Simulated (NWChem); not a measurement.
System: benzonitrile (C$_{7}$H$_{5}$N); SMILES N#Cc1ccccc1

Here is an NWChem input.

```
start job
memory heap 200 mb stack 900 mb global 1100 mb
geometry units angstroms noautosym nocenter noautoz
  N      0.000000     0.000000    -3.207836
  C      0.000000     0.000000    -2.048276
  C      0.000000     0.000000    -0.615020
  C      0.000000     1.215510     0.086557
  C      0.000000     1.209074     1.477390
  C      0.000000     0.000000     2.173251
  C      0.000000    -1.209074     1.477390
  C      0.000000    -1.215510     0.086557
  H      0.000000     2.156534    -0.466829
  H      0.000000     2.155411     2.022962
  H      0.000000     0.000000     3.265915
  H      0.000000    -2.155411     2.022962
  H      0.000000    -2.156534    -0.466829
end
basis spherical
  * library 6-31g*
end
dft
  xc b3lyp
  iterations 150
end
property
  efieldgrad
end
task dft property
```

Output (shortened):

```
             Northwest Computational Chemistry Package (NWChem) 7.3.0
             --------------------------------------------------------

                             Geometry "geometry" -> ""
                             -------------------------

 Output coordinates in angstroms (scale by  1.889725989 to convert to a.u.)

  No.       Tag          Charge          X              Y              Z
 ---- ---------------- ---------- -------------- -------------- --------------
    1 N                    7.0000     0.00000000     0.00000000    -3.20783600
    2 C                    6.0000     0.00000000     0.00000000    -2.04827600
    3 C                    6.0000     0.00000000     0.00000000    -0.61502000
    4 C                    6.0000     0.00000000     1.21551000     0.08655700
    5 C                    6.0000     0.00000000     1.20907400     1.47739000
    6 C                    6.0000     0.00000000     0.00000000     2.17325100
    7 C                    6.0000     0.00000000    -1.20907400     1.47739000
    8 C                    6.0000     0.00000000    -1.21551000     0.08655700
    9 H                    1.0000     0.00000000     2.15653400    -0.46682900
   10 H                    1.0000     0.00000000     2.15541100     2.02296200
   11 H                    1.0000     0.00000000     0.00000000     3.26591500
   12 H                    1.0000     0.00000000    -2.15541100     2.02296200
   13 H                    1.0000     0.00000000    -2.15653400    -0.46682900

 Effective nuclear repulsion energy (a.u.)     299.3755227374

                              NWChem Property Module
                              ----------------------

  itol2e modified to match energy
  convergence criterion.

                                 NWChem DFT Module
                                 -----------------

 Summary of "ao basis" -> "ao basis" (spherical)
 ------------------------------------------------------------------------------
       Tag                 Description            Shells   Functions and Types
 ---------------- ------------------------------  ------  ---------------------
 N                           6-31g*                  6       14   3s2p1d
 C                           6-31g*                  6       14   3s2p1d
 H                           6-31g*                  2        2   2s

  itol2e modified to match energy
  convergence criterion.

            General Information
            -------------------
          SCF calculation type: DFT
          Wavefunction type:  closed shell.
          No. of atoms     :    13
          No. of electrons :    54
           Alpha electrons :    27
            Beta electrons :    27
          Charge           :     0
          Spin multiplicity:     1
          Use of symmetry is: off; symmetry adaption is: off
          Maximum number of iterations: 150
          AO basis - number of functions:   122
                     number of shells:    58
          Convergence on energy requested:  1.00D-07
          Convergence on density requested:  1.00D-05
          Convergence on gradient requested:  5.00D-04

              XC Information
              --------------
                         B3LYP Method XC Potential
                     Hartree-Fock (Exact) Exchange  0.200
                        Slater Exchange Functional  0.800 local
                    Becke 1988 Exchange Functional  0.720 non-local
              Lee-Yang-Parr Correlation Functional  0.810
                  VWN I RPA Correlation Functional  0.190 local

             Grid Information
             ----------------
          Grid used for XC integration:  fine
          Radial quadrature: Mura-Knowles
          Angular quadrature: Lebedev.
          Tag              B.-S. Rad. Rad. Pts. Rad. Cut. Ang. Pts.
          ---              ---------- --------- --------- ---------
          N                   0.65       70          13.0       590
          C                   0.70       70          12.0       590
          H                   0.35       60          12.0       590
          Grid pruning is: on
          Number of quadrature shells:   860
          Spatial weights used:  Erf1

      Superposition of Atomic Density Guess
      -------------------------------------

 Sum of atomic energies:        -320.40667998

      Non-variational initial energy
      ------------------------------

 Total energy =    -325.457585
 1-e energy   =   -1024.114455
 2-e energy   =     399.281348
 HOMO         =      -0.286932
 LUMO         =      -0.033483

   convergence    iter        energy       DeltaE   RMS-Dens  Diis-err
 ---------------- ----- ----------------- --------- --------- ---------
 d= 0,ls=0.0,diis     1   -324.3503548268 -6.24D+02  1.60D-02  1.02D+00
 d= 0,ls=0.0,diis     2   -324.0704095974  2.80D-01  1.21D-02  3.44D+00
 d= 0,ls=0.0,diis     3   -324.4669178982 -3.97D-01  2.14D-03  1.57D-01
 d= 0,ls=0.0,diis     4   -324.4836226902 -1.67D-02  7.55D-04  6.04D-03
 d= 0,ls=0.0,diis     5   -324.4842177985 -5.95D-04  3.38D-04  2.20D-03
  Resetting Diis
 d= 0,ls=0.0,diis     6   -324.4845167948 -2.99D-04  9.31D-05  1.22D-04
 d= 0,ls=0.0,diis     7   -324.4845341956 -1.74D-05  3.85D-05  7.81D-06
 d= 0,ls=0.0,diis     8   -324.4845331374  1.06D-06  2.42D-05  1.57D-05
 d= 0,ls=0.0,diis     9   -324.4845350942 -1.96D-06  5.19D-06  5.46D-07
 d= 0,ls=0.0,diis    10   -324.4845351606 -6.64D-08  1.25D-06  3.55D-08

         Total DFT energy =     -324.484535160586
      One electron energy =    -1029.174369492399
           Coulomb energy =      452.031040073928
    Exchange-Corr. energy =      -46.716728479491
 Nuclear repulsion energy =      299.375522737377

 Numeric. integr. density =       54.000005840714

                       DFT Final Molecular Orbital Analysis
                       ------------------------------------

 Vector   25  Occ=2.000000D+00  E=-3.305773D-01
              MO Center= -2.7D-12, -8.2D-10, -2.3D+00, r^2= 2.5D+00
   Bfn.  Coefficient  Atom+Function         Bfn.  Coefficient  Atom+Function
  ----- ------------  ---------------      ----- ------------  ---------------
     4      0.440732   1 N  py               18      0.376511   2 C  py
     8      0.253822   1 N  py               22      0.221243   2 C  py
    32     -0.135721   3 C  py               36     -0.104928   3 C  py
    46      0.100209   4 C  py              102      0.100209   8 C  py
    47      0.077586   4 C  pz              103     -0.077586   8 C  pz

[...]

          -----------------------
          Electric field gradient
          -----------------------

 1 a.u. = 0.324123 10**(16) esu/cm**3  ( or statvolts/cm**2 ) = 0.97174 10**(22) v/m**2

 ------------------------------------------------------------
   Atom      X         Y         Z
 ------------------------------------------------------------
    1 N    0.00000   0.00000  -6.06193
 ------------------------------------------------------------

 Electric field gradient in molecular frame (a.u.)
         XX             YY             ZZ             XY             XZ             YZ
 ------------------------------------------------------------------------------------------
       -0.331403      -0.416918       0.748322      -0.000000      -0.000000       0.000000

 Principal components (a.u.) and orientation
 of principal axis w.r.t. absolute frame                      Asymmetry parameter eta
 --------------------------------------------------------------------------------------
        0.748322      -0.416918      -0.331403                       0.114276

       -0.000000       0.000000       1.000000
        0.000000       1.000000      -0.000000
        1.000000      -0.000000       0.000000

 ------------------------------------------------------------
   Atom      X         Y         Z
 ------------------------------------------------------------
    2 C    0.00000   0.00000  -3.87068
 ------------------------------------------------------------

 Electric field gradient in molecular frame (a.u.)
         XX             YY             ZZ             XY             XZ             YZ
 ------------------------------------------------------------------------------------------
       -0.140955      -0.143058       0.284014       0.000000      -0.000000       0.000000

 Principal components (a.u.) and orientation
 of principal axis w.r.t. absolute frame                      Asymmetry parameter eta
 --------------------------------------------------------------------------------------
        0.284014      -0.143058      -0.140955                       0.007404

       -0.000000      -0.000001       1.000000
        0.000000       1.000000       0.000001
        1.000000      -0.000000       0.000000

 ------------------------------------------------------------
   Atom      X         Y         Z
 ------------------------------------------------------------
    3 C    0.00000   0.00000  -1.16222
 ------------------------------------------------------------

 Electric field gradient in molecular frame (a.u.)
         XX             YY             ZZ             XY             XZ             YZ
 ------------------------------------------------------------------------------------------
       -0.130562       0.195428      -0.064866      -0.000000      -0.000000      -0.000000

 Principal components (a.u.) and orientation
 of principal axis w.r.t. absolute frame                      Asymmetry parameter eta
 --------------------------------------------------------------------------------------
        0.195428      -0.130562      -0.064866                       0.336162

       -0.000000       1.000000      -0.000000
        1.000000       0.000000       0.000000
       -0.000000       0.000000       1.000000

 ------------------------------------------------------------
   Atom      X         Y         Z
 ------------------------------------------------------------
    4 C    0.00000   2.29698   0.16357
 ------------------------------------------------------------

 Electric field gradient in molecular frame (a.u.)
         XX             YY             ZZ             XY             XZ             YZ
 ------------------------------------------------------------------------------------------
       -0.274259       0.110131       0.164128       0.000000      -0.000000      -0.013218

 Principal components (a.u.) and orientation
 of principal axis w.r.t. absolute frame                      Asymmetry parameter eta
 --------------------------------------------------------------------------------------
       -0.274259       0.167190       0.107069                       0.219210

        1.000000      -0.000000       0.000000
       -0.000000      -0.225680       0.974201
        0.000000       0.974201       0.225680

 ------------------------------------------------------------
   Atom      X         Y         Z
 ------------------------------------------------------------
    5 C    0.00000   2.28482   2.79186
 ------------------------------------------------------------

 Electric field gradient in molecular frame (a.u.)
         XX             YY             ZZ             XY             XZ             YZ
 ------------------------------------------------------------------------------------------
       -0.269426       0.130677       0.138749       0.000000      -0.000000      -0.013580

 Principal components (a.u.) and orientation
 of principal axis w.r.t. absolute frame                      Asymmetry parameter eta
 --------------------------------------------------------------------------------------
       -0.269426       0.148880       0.120546                       0.105165

        1.000000      -0.000000      -0.000000
       -0.000000      -0.597954       0.801531
        0.000000       0.801531       0.597954

 ------------------------------------------------------------
   Atom      X         Y         Z
 ------------------------------------------------------------
    6 C    0.00000   0.00000   4.10685
 ------------------------------------------------------------

 Electric field gradient in molecular frame (a.u.)
         XX             YY             ZZ             XY             XZ             YZ
 ------------------------------------------------------------------------------------------
       -0.294867       0.164543       0.130325      -0.000000      -0.000000       0.000000

 Principal components (a.u.) and orientation
 of principal axis w.r.t. absolute frame                      Asymmetry parameter eta
 --------------------------------------------------------------------------------------
       -0.294867       0.164543       0.130325                       0.116046

        1.000000      -0.000000      -0.000000
        0.000000       1.000000      -0.000000
        0.000000       0.000000       1.000000

 ------------------------------------------------------------
   Atom      X         Y         Z
 ------------------------------------------------------------
    7 C    0.00000  -2.28482   2.79186
 ------------------------------------------------------------

 Electric field gradient in molecular frame (a.u.)
         XX             YY             ZZ             XY             XZ             YZ
 ------------------------------------------------------------------------------------------
       -0.269426       0.130677       0.138749      -0.000000      -0.000000       0.013580

 Principal components (a.u.) and orientation
 of principal axis w.r.t. absolute frame                      Asymmetry parameter eta
 --------------------------------------------------------------------------------------
       -0.269426       0.148880       0.120546                       0.105165

        1.000000      -0.000000      -0.000000
        0.000000       0.597954       0.801531
        0.000000       0.801531      -0.597954

 ------------------------------------------------------------
   Atom      X         Y         Z
 ------------------------------------------------------------
    8 C    0.00000  -2.29698   0.16357
 ------------------------------------------------------------

 Electric field gradient in molecular frame (a.u.)
         XX             YY             ZZ             XY             XZ             YZ
 ------------------------------------------------------------------------------------------
       -0.274259       0.110131       0.164128      -0.000000      -0.000000       0.013218

 Principal components (a.u.) and orientation
 of principal axis w.r.t. absolute frame                      Asymmetry parameter eta
 --------------------------------------------------------------------------------------
       -0.274259       0.167190       0.107069                       0.219210

        1.000000      -0.000000      -0.000000
        0.000000       0.225680       0.974201
        0.000000       0.974201      -0.225680

 ------------------------------------------------------------
   Atom      X         Y         Z
 ------------------------------------------------------------
    9 H    0.00000   4.07526  -0.88218
 ------------------------------------------------------------

 Electric field gradient in molecular frame (a.u.)
         XX             YY             ZZ             XY             XZ             YZ
 ------------------------------------------------------------------------------------------
        0.152120      -0.178919       0.026799      -0.000000       0.000000       0.181914

 Principal components (a.u.) and orientation
 of principal axis w.r.t. absolute frame                      Asymmetry parameter eta
 --------------------------------------------------------------------------------------
       -0.285040       0.152120       0.132920                       0.067357

        0.000000       1.000000      -0.000000
        0.863769       0.000000       0.503888
       -0.503888       0.000000       0.863769

[...]
```

Level: B3LYP/6-31G* (spherical d). The geometry was optimised at PBE0/def2-SVP. B3LYP is NWChem's, with the RPA form of VWN correlation. NWChem prints the field gradient with the sign opposite to the second derivative of the potential.
